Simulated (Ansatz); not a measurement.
Abridged output of a molecular run in Ansatz:

```
Functional definition: HF
2139 factors; integrals over basis functions are off by at most 7.6e-4 eV
mean field evaluation 1: about -12566.5187 eV, gradient 5.6e1 eV
mean field evaluation 2: about -12566.6961 eV, gradient 5.6e1 eV
mean field evaluation 4: about -12573.6798 eV, gradient 5.2e0 eV
mean field evaluation 8: about -12573.7812 eV, gradient 3.4e-1 eV
mean field -12573.78188084 eV, -462.0779613054 hartree, gradient 9.5e-6 eV, S^2 0.000000; 0 other end points of the search recorded, 0 dependent functions left out
9 core orbitals not correlated: weight in the atoms' cores, before any rotation towards them, 1.000 or more for the frozen orbitals, at most 0.000 for the correlated occupied ones
reference -12573.78188084 eV, -462.0779613054 hartree; 23, 23 occupied and 299, 299 virtual orbitals, 2139 factors
second order -35.02730760 eV of doubles, -0.00000000 eV of singles
cycle   1  -34.94216351 eV  change    8.5e-2 eV  update   1.4e-1
cycle   2  -35.74718239 eV  change   -8.1e-1 eV  update   4.4e-2
cycle   3  -35.95890289 eV  change   -2.1e-1 eV  update   2.6e-2
cycle   4  -35.95126697 eV  change    7.6e-3 eV  update   8.1e-3
cycle   5  -35.94288656 eV  change    8.4e-3 eV  update   4.1e-3
cycle   6  -35.94422173 eV  change   -1.3e-3 eV  update   1.7e-3
cycle   7  -35.94429463 eV  change   -7.3e-5 eV  update   6.4e-4
cycle   8  -35.94399949 eV  change    3.0e-4 eV  update   2.9e-4
cycle   9  -35.94410418 eV  change   -1.0e-4 eV  update   9.5e-5
cycle  10  -35.94418892 eV  change   -8.5e-5 eV  update   3.7e-5
cycle  11  -35.94414418 eV  change    4.5e-5 eV  update   1.5e-5
perturbative correction -1.30421200 eV, -0.0479289070 hartree
Total energy: -12611.03023701 eV, -463.4468131470 hartree
```

Its atoms:

Cartesian coordinates in Å:
```
C -1.729 0.560 -0.093
C -0.565 -0.365 -0.418
C 0.393 0.291 -1.392
N 0.137 -0.785 0.775
In 1.963 -0.328 1.419
F 2.015 -1.077 3.234
H -2.298 0.814 -0.992
H -1.362 1.486 0.360
H -2.415 0.089 0.616
H -0.977 -1.258 -0.916
H 0.813 1.208 -0.961
H 1.217 -0.380 -1.651
H -0.116 0.568 -2.317
H -0.463 -1.214 1.464
H 3.385 0.391 0.871
```

Question: Which basis set was used?
A. def2-TZVPP
B. def2-SVPD
C. def2-QZVPP
D. cc-pV(D+d)Z

Answer: A. It gives 331 functions.

Question: Write the keys of the input that set method, charge and spin (a neutral closed shell needs none for the last two).

Answer: 
```yaml
correlation: {method: ccsd_t}
```
